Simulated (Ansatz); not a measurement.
Stepwise reaction of `[F][Ga]([Cl])[Cl]` with water, as a gas-phase model of exchange steps in deposition or etching. ΔE in kJ/mol; ΔG adds harmonic PBE0-D4 terms to CCSD(T)/CBS, at 1 bar.

Computed with Ansatz on PBE0-D4/def2-TZVP structures; ΔE is electronic, products minus reactants. CBS: MP2 limit from def2 TZ/QZ plus the TZ coupled-cluster correction, frozen cores. This one scheme is used for every species. Functionals use def2-TZVPP. B3LYP here is the variant with VWN-RPA as its local correlation; programs differ in this. For Ga outer-core shells are correlated without core-valence functions, which leaves a few kJ/mol of doubt a bond. Scalar relativity is left out up to krypton. Each species was taken in one conformer, which may not be the lowest.

```json
{"step": "2", "reaction": "`[OH][Ga]([F])[Cl]` + H₂O → `[OH][Ga]([OH])[F]` + HCl", "PBE-D4": "56.7", "B3LYP-D4": "56.3", "ωB97M-V": "57.4", "CCSD(T)/CBS": "56.3", "ΔG(600 K)": "52.9"}
```

Give the row of step 1, `[F][Ga]([Cl])[Cl]` + H₂O → `[OH][Ga]([F])[Cl]` + HCl. (An estimate is asked.)

Ansatz gave: 
| step | reaction | PBE-D4 | B3LYP-D4 | ωB97M-V | CCSD(T)/CBS | ΔG(600 K) |
| --- | --- | --- | --- | --- | --- | --- |
| 1 | `[F][Ga]([Cl])[Cl]` + H₂O → `[OH][Ga]([F])[Cl]` + HCl | 53.8 | 54.5 | 55.6 | 54.7 | 48.6 |

By hand: ΔE of the 2 steps together at CCSD(T)/CBS.

(54.7) + (56.3) = 111.0 kJ/mol, or 55.5 kJ/mol a step.

In ΔE the steps differ by no more than 1.6 kJ/mol. All are uphill at CCSD(T)/CBS. ΔG lies between 48.6 and 52.9 kJ/mol a step. PBE-D4 differs from CCSD(T)/CBS by -0.9 to 0.4 kJ/mol a step. Isolated molecules leave out the surface, adducts and barriers. Largest T1 diagnostic: 0.014.
